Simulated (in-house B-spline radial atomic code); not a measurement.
Mn⁺. Computed with a B-spline radial atomic code. Model: non-relativistic spherical atom: semilocal Troullier-Martins pseudo-atom, one channel per l, against all electrons, high spin, G0W0 and RPA with empty states to l = 8, local potential for every l without a channel, a model core (radius 0 = none) keeps its share of the functional.

What the tables leave out is listed at the end.

The pseudopotential gives back the lowest level of each angular momentum of its own functional in the configuration it was made in; a second state of the same l is only approximately right. Exact exchange, RPA and GW see the smooth pseudo-orbitals and miss the exchange with the core, for which the functional's share stands in. The column with an uncorrelated core keeps all orbitals and exact exchange, and so separates missing core correlation from pseudisation. Only the three outermost levels and the lowest empty one were computed. RPA here is direct RPA, with no exchange kernel, and its energies carry an (l + 1/2)⁻⁴ tail. A hybrid on a potential with a model core restores only its own semilocal share of the core's exchange.

Command:
```bash
python run_psgw.py task.json out
```
Settings (lengths in bohr, energies in hartree):
```
Z                      25
electrons              24
configuration          [Ar] 3d5 4s1
generated_in           [Ar] 3d5 4s1
functional             pbe,pbe
core_shells            3
radius_factor          0.9
core_correction        True
ion_configuration      [Ar] 3d5
```

Run time, properties included: 33 s on 1 thread of Intel(R) Xeon(R) Platinum 8488C (Sapphire Rapids) (shared host).

Given: made with PBE; model core radius 0.432 bohr; local radius 0.874 bohr; mean-field start PBE.

Valence shells of the generating configuration: 3s, 3p, 3d, 4s.

Channel: s 0.667, p 0.681, d 2.049 (radii in bohr).

Computed: largest level miss in the spin-unpolarised generating configuration 0.069 eV; valence RPA correlation energy all-electron orbitals -0.87667 hartree; all-electron RPA polarisability, core included 20.92 bohr³; pseudo-atom RPA polarisability 20.716 bohr³; ionisation by mean-field all-electron 16.104 eV; ionisation by mean-field pseudo minus all 0.05 eV; ionisation by RPA pseudo minus all 0.189 eV.

```csv
level,occupied,mean-field all-electron (eV),mean-field pseudo minus all (eV),G0W0 all-electron (eV),G0W0 uncorrelated core minus all (eV),G0W0 pseudo minus all (eV),exchange self-energy all-electron (eV),exchange self-energy pseudo (eV)
4s up,1,-12.457,-0.031,-16.245,0.01,-0.118,-12.141,-11.625
3d down (empty),0,-11.609,0.319,-6.5809,0.105,0.522,-12.284,-9.9545
```

Task: What is the ionisation by RPA all-electron?

Result: 16.113 eV.

Task: What is the valence RPA correlation energy pseudo?

Result: -0.84085 hartree.

Given: mean-field start PBE0.

Computed: all-electron RPA polarisability, core included 18.239 bohr³; pseudo-atom RPA polarisability 18.15 bohr³; ionisation by mean-field all-electron 15.785 eV; ionisation by mean-field pseudo minus all 0.026 eV; ionisation by RPA all-electron 15.974 eV; ionisation by RPA pseudo minus all 0.126 eV.

| level | occupied | mean-field all-electron (eV) | mean-field pseudo minus all (eV) | G0W0 all-electron (eV) | G0W0 uncorrelated core minus all (eV) | G0W0 pseudo minus all (eV) | exchange self-energy all-electron (eV) | exchange self-energy pseudo (eV) |
| --- | --- | --- | --- | --- | --- | --- | --- | --- |
| 4s up | 1 | -13.131 | -0.015 | -16.121 | 0.01 | -0.081 | -11.911 | -11.402 |
| 3d up | ? | ? | ? | ? | ? | ? | ? | ? |
| 3p down | 1 | -61.533 | 0.092 | -66.029 | 0.129 | -0.358 | -43.889 | -38.881 |
| 3d down (empty) | 0 | -8.7679 | -0.104 | -5.5424 | 0.104 | 0.277 | -11.344 | -9.4992 |

Task: What belongs in the row 3d up?

Result: occupied: 1; mean-field all-electron (eV): -18.885; mean-field pseudo minus all (eV): -0.185; G0W0 all-electron (eV): -23.356; G0W0 uncorrelated core minus all (eV): 0.101; G0W0 pseudo minus all (eV): -0.181; exchange self-energy all-electron (eV): -39.917; exchange self-energy pseudo (eV): -36.236.

Task: What is the valence RPA correlation energy all-electron orbitals?

Result: -0.83049 hartree.

Task: What is the valence RPA correlation energy pseudo?

Result: -0.79783 hartree.

Among the listed levels the largest G0W0 shift of the pseudo-atom is +0.52 eV, for 3d down (empty) on the PBE start, while leaving the core uncorrelated moves that level by +0.10 eV. So pseudisation and the lost core exchange, not the missing core correlation, make the error. Not in the tables (levels of low weight, unsolved or above zero; the highest and the empty levels are kept at any weight): on PBE the G0W0 levels 3d up (pseudo minus all +0.36 eV, weights -0.01 and 0.60), 3p down (pseudo minus all -0.38 eV, weights 0.62 and 0.65); no Hartree-Fock pseudo-atom is run with a model core.
